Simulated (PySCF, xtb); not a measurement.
Te(H)(SiH3) (H4SiTe), SMILES [TeH][SiH3]. Atoms are numbered in the order given.

```xyz
6

Te     0.0312    -0.6303     0.0000
H     -1.6301    -0.7065     0.0000
Si    -0.0041     1.8836     0.0000
H     -0.6773     2.4116     1.2065
H     -0.6773     2.4116    -1.2065
H      1.4194     2.2857     0.0000
```
Charge 0, spin multiplicity 1.

The structure is a stationary point at B3LYP-D3(BJ)/def2-TZVP. The def2 effective core potentials stand for the cores of Te; spin–orbit coupling is left out.

Calculation: C-PCM-ωB97X/def2-SVP in PySCF.

The values are the electrostatic part of the solvation free energy, E(continuum) − E(gas) at the gas-phase geometry, in a cavity of scaled van der Waals radii (PySCF's table); cavitation and dispersion terms are not included. In vacuum the orbital gap is 10.05 eV. The dipole moment in vacuum is 0.70 D.

Computed values in water (ε = 78.36), cyclohexanone (ε = 15.62), diethylether (ε = 4.24):
```tsv
solvent	ε	ΔG(elec) (kcal/mol)	dipole (D)	gap (eV)
water	78.36	-1.5	1.00	10.22
cyclohexanone	15.62	-1.4	0.98	10.21
diethylether	4.24	-1.1	0.92	10.18
```

For comparison, GFN2-xTB/ALPB(water) (xtb, at the GFN2-xTB geometry, all terms of that model) gives -0.7 kcal/mol.
